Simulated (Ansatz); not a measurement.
Total energies of (Cl)3Ti-S-SiH3 (TiSiH3SCl3) from Ansatz at PBE0-D4/def2-TZVP, gas phase (1 Eh = 27.2114 eV = 2625.5 kJ/mol). The reference geometry is relaxed at PBE-D4/def2-SVP.

```xyz
9

Ti   -1.473    0.429    0.505
Cl   -1.179    2.512   -0.088
Cl   -1.884   -0.796   -1.262
Cl   -3.033    0.253    2.007
S     0.402   -0.367    1.465
Si    1.584   -0.489   -0.368
H     3.012   -0.293    0.052
H     1.390   -1.841   -0.987
H     1.181    0.594   -1.325
```

```
                 state                    geometry  energy (Eh)
      charge 0 singlet                   reference  -2918.98429
      charge 1 doublet                   reference  -2918.62066
      charge 1 doublet  relaxed at PBE-D4/def2-SVP  -2918.63397
free Ti atom (triplet)                           –   -849.14317
free Cl atom (doublet)                           –   -459.99739
 free S atom (triplet)                           –   -397.97371
free Si atom (triplet)                           –   -289.24943
 free H atom (doublet)                           –     -0.50104
```

(1) Work out the vertical ionisation energy to the doublet.

(2) How much does the charge 1 doublet relax, and what is the adiabatic ionisation energy?

(3) What is the binding energy per atom against free atoms?

(1) E(charge 1 doublet) − E(charge 0 singlet) = -2918.62066 − (-2918.98429) = 0.36363 Eh = 9.89 eV. For comparison, −ε of the highest occupied level is 8.22 eV at this level, 1.67 eV less.

(2) Relaxation: -2918.62066 − (-2918.63397) = 0.01331 Eh = 0.36 eV. Adiabatic ionisation energy: 0.35032 Eh = 9.53 eV, without zero-point energy. 

(3) Atoms: 1 × (-849.14317) + 3 × (-459.99739) + 1 × (-397.97371) + 1 × (-289.24943) + 3 × (-0.50104) = -2917.86160 Eh. Binding: -2917.86160 − (-2918.98429) = 1.12269 Eh = 30.55 eV, or 3.39 eV for each of 9 atoms (no zero-point energy, no counterpoise term).
